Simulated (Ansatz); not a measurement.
**Molecular dynamics of ClGaH2**

The input (input.yaml):

```yaml
crystal:
  periodic: [false, false, false]
  atoms:
    - { symbol: Ga, position_ang: [0.038476, 0.0, 0.022211] }
    - { symbol: H, position_ang: [-0.099002, 0.0, 1.569119] }
    - { symbol: H, position_ang: [1.309407, 0.0, -0.870292] }
    - { symbol: Cl, position_ang: [-1.829081, 0.0, -1.056037] }
basis:
  gaussian: { orbitals: def2-SVP }
hamiltonian:
  xc: r2scan
md:
  timestep: 1.0
  n_steps: 100
  ensemble: nve
  temperature: 500.0
  initial_velocities: maxwell_boltzmann
  seed: 426139
```

Command:

```bash
$ ansatz run input.yaml --threads 1 --pin off --max-ram 2048MiB --backend cpu --events-out ev --progress --plain --runs-dir out
```

It starts from a relaxed structure.

Output, in part (one step line in 2, the closing report, with atoms numbered from 0):

```
md step     0: t =     0.00 fs  T =   500.0 K  F+E_penalty+E_count = -64922.64752764 eV  E_kin = 0.129260 eV  conserved = -64922.51826764 eV  (25 SCF iters)
md step     2: t =     2.00 fs  T =   448.5 K  F+E_penalty+E_count = -64922.63400774 eV  E_kin = 0.115949 eV  conserved = -64922.51805905 eV  (26 SCF iters)
md step     4: t =     4.00 fs  T =   341.4 K  F+E_penalty+E_count = -64922.60597828 eV  E_kin = 0.088246 eV  conserved = -64922.51773234 eV  (25 SCF iters)
md step     6: t =     6.00 fs  T =   250.2 K  F+E_penalty+E_count = -64922.58239955 eV  E_kin = 0.064689 eV  conserved = -64922.51771033 eV  (26 SCF iters)
md step     8: t =     8.00 fs  T =   182.5 K  F+E_penalty+E_count = -64922.56507757 eV  E_kin = 0.047168 eV  conserved = -64922.51790918 eV  (27 SCF iters)
md step    10: t =    10.00 fs  T =   101.8 K  F+E_penalty+E_count = -64922.54413459 eV  E_kin = 0.026313 eV  conserved = -64922.51782181 eV  (26 SCF iters)
md step    12: t =    12.00 fs  T =    33.7 K  F+E_penalty+E_count = -64922.52610645 eV  E_kin = 0.008706 eV  conserved = -64922.51740051 eV  (27 SCF iters)
md step    14: t =    14.00 fs  T =    60.9 K  F+E_penalty+E_count = -64922.53322591 eV  E_kin = 0.015740 eV  conserved = -64922.51748562 eV  (26 SCF iters)
md step    16: t =    16.00 fs  T =   165.4 K  F+E_penalty+E_count = -64922.56073144 eV  E_kin = 0.042768 eV  conserved = -64922.51796390 eV  (26 SCF iters)
md step    18: t =    18.00 fs  T =   249.8 K  F+E_penalty+E_count = -64922.58258411 eV  E_kin = 0.064569 eV  conserved = -64922.51801488 eV  (25 SCF iters)
md step    20: t =    20.00 fs  T =   295.5 K  F+E_penalty+E_count = -64922.59417780 eV  E_kin = 0.076382 eV  conserved = -64922.51779579 eV  (25 SCF iters)
md step    22: t =    22.00 fs  T =   345.0 K  F+E_penalty+E_count = -64922.60700225 eV  E_kin = 0.089202 eV  conserved = -64922.51780055 eV  (26 SCF iters)
md step    24: t =    24.00 fs  T =   396.5 K  F+E_penalty+E_count = -64922.62057691 eV  E_kin = 0.102495 eV  conserved = -64922.51808172 eV  (26 SCF iters)
md step    26: t =    26.00 fs  T =   389.8 K  F+E_penalty+E_count = -64922.61896582 eV  E_kin = 0.100763 eV  conserved = -64922.51820310 eV  (25 SCF iters)
md step    28: t =    28.00 fs  T =   302.4 K  F+E_penalty+E_count = -64922.59600712 eV  E_kin = 0.078171 eV  conserved = -64922.51783640 eV  (24 SCF iters)
md step    30: t =    30.00 fs  T =   209.0 K  F+E_penalty+E_count = -64922.57157735 eV  E_kin = 0.054031 eV  conserved = -64922.51754587 eV  (24 SCF iters)
md step    32: t =    32.00 fs  T =   170.3 K  F+E_penalty+E_count = -64922.56174586 eV  E_kin = 0.044015 eV  conserved = -64922.51773039 eV  (26 SCF iters)
md step    34: t =    34.00 fs  T =   156.4 K  F+E_penalty+E_count = -64922.55824060 eV  E_kin = 0.040430 eV  conserved = -64922.51781105 eV  (26 SCF iters)
md step    36: t =    36.00 fs  T =   150.1 K  F+E_penalty+E_count = -64922.55642224 eV  E_kin = 0.038796 eV  conserved = -64922.51762609 eV  (27 SCF iters)
md step    38: t =    38.00 fs  T =   186.4 K  F+E_penalty+E_count = -64922.56575666 eV  E_kin = 0.048191 eV  conserved = -64922.51756556 eV  (26 SCF iters)
md step    40: t =    40.00 fs  T =   275.9 K  F+E_penalty+E_count = -64922.58913262 eV  E_kin = 0.071313 eV  conserved = -64922.51781937 eV  (26 SCF iters)
md step    42: t =    42.00 fs  T =   362.3 K  F+E_penalty+E_count = -64922.61177338 eV  E_kin = 0.093664 eV  conserved = -64922.51810920 eV  (26 SCF iters)
md step    44: t =    44.00 fs  T =   385.4 K  F+E_penalty+E_count = -64922.61763674 eV  E_kin = 0.099634 eV  conserved = -64922.51800297 eV  (26 SCF iters)
md step    46: t =    46.00 fs  T =   363.8 K  F+E_penalty+E_count = -64922.61183922 eV  E_kin = 0.094062 eV  conserved = -64922.51777692 eV  (25 SCF iters)
md step    48: t =    48.00 fs  T =   338.3 K  F+E_penalty+E_count = -64922.60539017 eV  E_kin = 0.087447 eV  conserved = -64922.51794338 eV  (27 SCF iters)
md step    50: t =    50.00 fs  T =   281.3 K  F+E_penalty+E_count = -64922.59074210 eV  E_kin = 0.072727 eV  conserved = -64922.51801493 eV  (26 SCF iters)
md step    52: t =    52.00 fs  T =   183.0 K  F+E_penalty+E_count = -64922.56502130 eV  E_kin = 0.047310 eV  conserved = -64922.51771102 eV  (26 SCF iters)
md step    54: t =    54.00 fs  T =   107.2 K  F+E_penalty+E_count = -64922.54519383 eV  E_kin = 0.027713 eV  conserved = -64922.51748060 eV  (26 SCF iters)
md step    56: t =    56.00 fs  T =   104.0 K  F+E_penalty+E_count = -64922.54450661 eV  E_kin = 0.026887 eV  conserved = -64922.51761973 eV  (27 SCF iters)
md step    58: t =    58.00 fs  T =   144.9 K  F+E_penalty+E_count = -64922.55534204 eV  E_kin = 0.037460 eV  conserved = -64922.51788212 eV  (26 SCF iters)
md step    60: t =    60.00 fs  T =   178.2 K  F+E_penalty+E_count = -64922.56384595 eV  E_kin = 0.046055 eV  conserved = -64922.51779054 eV  (26 SCF iters)
md step    62: t =    62.00 fs  T =   221.4 K  F+E_penalty+E_count = -64922.57482486 eV  E_kin = 0.057226 eV  conserved = -64922.51759888 eV  (26 SCF iters)
md step    64: t =    64.00 fs  T =   305.3 K  F+E_penalty+E_count = -64922.59682557 eV  E_kin = 0.078918 eV  conserved = -64922.51790707 eV  (25 SCF iters)
md step    66: t =    66.00 fs  T =   368.4 K  F+E_penalty+E_count = -64922.61340437 eV  E_kin = 0.095226 eV  conserved = -64922.51817833 eV  (25 SCF iters)
md step    68: t =    68.00 fs  T =   353.8 K  F+E_penalty+E_count = -64922.60945680 eV  E_kin = 0.091476 eV  conserved = -64922.51798056 eV  (26 SCF iters)
md step    70: t =    70.00 fs  T =   299.7 K  F+E_penalty+E_count = -64922.59520890 eV  E_kin = 0.077487 eV  conserved = -64922.51772207 eV  (26 SCF iters)
md step    72: t =    72.00 fs  T =   262.2 K  F+E_penalty+E_count = -64922.58553688 eV  E_kin = 0.067782 eV  conserved = -64922.51775440 eV  (27 SCF iters)
md step    74: t =    74.00 fs  T =   236.7 K  F+E_penalty+E_count = -64922.57913158 eV  E_kin = 0.061187 eV  conserved = -64922.51794411 eV  (26 SCF iters)
md step    76: t =    76.00 fs  T =   188.0 K  F+E_penalty+E_count = -64922.56643620 eV  E_kin = 0.048594 eV  conserved = -64922.51784179 eV  (26 SCF iters)
md step    78: t =    78.00 fs  T =   142.1 K  F+E_penalty+E_count = -64922.55421377 eV  E_kin = 0.036731 eV  conserved = -64922.51748250 eV  (27 SCF iters)
md step    80: t =    80.00 fs  T =   169.4 K  F+E_penalty+E_count = -64922.56135218 eV  E_kin = 0.043783 eV  conserved = -64922.51756919 eV  (25 SCF iters)
md step    82: t =    82.00 fs  T =   252.2 K  F+E_penalty+E_count = -64922.58315307 eV  E_kin = 0.065193 eV  conserved = -64922.51795969 eV  (26 SCF iters)
md step    84: t =    84.00 fs  T =   310.8 K  F+E_penalty+E_count = -64922.59835105 eV  E_kin = 0.080358 eV  conserved = -64922.51799298 eV  (25 SCF iters)
md step    86: t =    86.00 fs  T =   332.6 K  F+E_penalty+E_count = -64922.60378619 eV  E_kin = 0.085987 eV  conserved = -64922.51779919 eV  (25 SCF iters)
md step    88: t =    88.00 fs  T =   355.3 K  F+E_penalty+E_count = -64922.60966672 eV  E_kin = 0.091861 eV  conserved = -64922.51780596 eV  (24 SCF iters)
md step    90: t =    90.00 fs  T =   376.3 K  F+E_penalty+E_count = -64922.61535829 eV  E_kin = 0.097290 eV  conserved = -64922.51806860 eV  (25 SCF iters)
md step    92: t =    92.00 fs  T =   341.5 K  F+E_penalty+E_count = -64922.60643271 eV  E_kin = 0.088278 eV  conserved = -64922.51815487 eV  (25 SCF iters)
md step    94: t =    94.00 fs  T =   238.5 K  F+E_penalty+E_count = -64922.57942168 eV  E_kin = 0.061654 eV  conserved = -64922.51776739 eV  (25 SCF iters)
md step    96: t =    96.00 fs  T =   146.9 K  F+E_penalty+E_count = -64922.55552458 eV  E_kin = 0.037982 eV  conserved = -64922.51754252 eV  (26 SCF iters)
md step    98: t =    98.00 fs  T =   113.9 K  F+E_penalty+E_count = -64922.54723617 eV  E_kin = 0.029458 eV  conserved = -64922.51777827 eV  (26 SCF iters)
md step   100: t =   100.00 fs  T =    98.8 K  F+E_penalty+E_count = -64922.54333967 eV  E_kin = 0.025538 eV  conserved = -64922.51780171 eV  (26 SCF iters)
Total energy: -64922.54334925 eV, -2385.8594620044 hartree
Atom 0 at     0.028855     0.005925     0.016042 Å, force     0.343301    -0.330901    -0.016699 eV/Å
Atom 1 at    -0.303293    -0.106058     1.518985 Å, force     0.388321     0.119122     0.187005 eV/Å
Atom 2 at     1.206285    -0.063550    -1.002590 Å, force     0.125174     0.128312     0.369132 eV/Å
Atom 3 at    -1.801417    -0.006830    -1.038717 Å, force    -0.856796     0.083467    -0.539437 eV/Å
Dipole moment:     0.379490     0.040524     0.219093 e Å
```

All steps were run. The conserved energy stayed within 0.24 meV per atom of its start (net change 0.12 meV per atom), so the integration is sound. Over the second half the temperature averaged 0.47 of the 500 K drawn at the start: a run that starts near a minimum puts about half its kinetic energy into the potential. A run of 0.1 ps of so small a system gives no equilibrium averages.

The same pairs are bonded in the first frame and the last. Pairs count as bonded within 1.25 times the sum of covalent radii (0.12 Å more for H–H).

Last frame:

```xyz
4
Properties=species:S:1:pos:R:3
Ga 0.029 0.006 0.016
H -0.303 -0.106 1.519
H 1.206 -0.064 -1.003
Cl -1.801 -0.007 -1.039
```

The run took 2.2 min on 1 thread of Intel(R) Xeon(R) 6975P-C (Granite Rapids), on a shared host, peak memory 0.12 GiB.
